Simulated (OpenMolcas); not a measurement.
A calculation on Rh⁺.

```yaml
Program: OpenMolcas 26.06
Method: "XMS-CASPT2, IPEA 0.25 Eh, imaginary shift 0.1 Eh (closed shells correlated: 4s 4p)"
Basis: ANO-RCC-VTZP [7s6p4d2f1g]
Scalar_Hamiltonian: DKH2, point nucleus
Active_space: 8 electrons in 6 orbitals (4d 5s)
State_averaging: 2S+1 = 3 even, 55 roots; 2S+1 = 5 even, 10 roots kept (CI in the orbitals of an earlier block); 2S+1 = 1 even, 43 roots kept (CI in the orbitals of an earlier block)
Spin-orbit_coupling: RASSI with atomic mean-field integrals over the reference wave functions, term energies averaged over their components
```

**Question.** Which level of the active space comes out lowest?

**Answer.** 4d8 3F4, with 99 % of that term; it is also the measured ground level.

**Question.** How high does 4d8 3F3 lie?

**Answer.** 2510 cm-1 above the lowest level; measured 2401 cm-1 above the ground level, so the calculation is off by +5 %.

**Question.** How high does 4d8 1D2 [68 %] lie?

**Answer.** 12250 cm-1 above the lowest level; measured 11644 cm-1 above the ground level, so the calculation is off by +5 %.

**Question.** How high does 4d8 3P0 lie?

**Answer.** 11000 cm-1 above the lowest level; measured 10761 cm-1 above the ground level, so the calculation is off by +2 %.

Measured values: NIST Handbook of Basic Atomic Spectroscopic Data.

CASPT2 breaks the degeneracy within a term, and the mean is taken; among the terms shown or strongly mixed into the levels shown the widest spread is 1900 cm-1 (4d8 3F). Terms from blocks run as CI alone lack orbitals of their own. Computed and measured levels are paired by configuration, term and J; levels that our copy of the source lacks, or whose pairing is in doubt (as where it misses far off the trend of its configuration), stay unpaired and out of the deviations. Levels of configurations outside the active space are missing.

A share in square brackets marks a mixed level and gives the weight of the term that names it.
